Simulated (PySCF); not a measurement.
Exercise with solution: chemical shift, span and skew from a shielding tensor

fluoro(fluorosilylsulfanyl)silane (F2H4SSi2), SMILES F[SiH2]S[SiH2]F. Atoms are numbered in the order given.

```xyz
9

Si    -1.6193    -0.1827    -0.0254
F     -2.0906     0.5611     1.3428
S      0.0596     0.8288    -0.8913
Si     1.6080    -0.0643     0.2902
F      2.0073    -1.5256    -0.3036
H     -1.2565    -1.5717     0.3347
H     -2.7223    -0.1001    -1.0047
H      1.1456    -0.2700     1.6811
H      2.7873     0.8197     0.1893
```

Geometry: TPSSh-D3(BJ)/def2-SVP. The values are those of a single conformer.

GIAO shieldings from PBE0/pcSseg-1 run with PySCF, non-relativistic, no solvent. The symmetric part of the tensor of Si1 has the principal values 294.5, 340.9, 400.6 ppm. The same nucleus in TMS has σ = 352.7 ppm at this level (PySCF, at its B3LYP-D3(BJ)/def2-TZVP geometry).

**Question.** Work out the isotropic shielding, the ²⁹Si shift against TMS, the span and the skew.

**Answer.** 
σ(iso) = (σ11 + σ22 + σ33)/3 = 345.3 ppm. δ = σ(ref) − σ(iso) = 352.7 − (345.3) = 7.4 ppm.
Span Ω = σ33 − σ11 = 106.1 ppm. Skew κ = 3(σ(iso) − σ22)/Ω = 0.13. Tumbling in solution averages the tensor to δ; in a static solid the shielding alone would spread this spin-1/2 line over Ω.
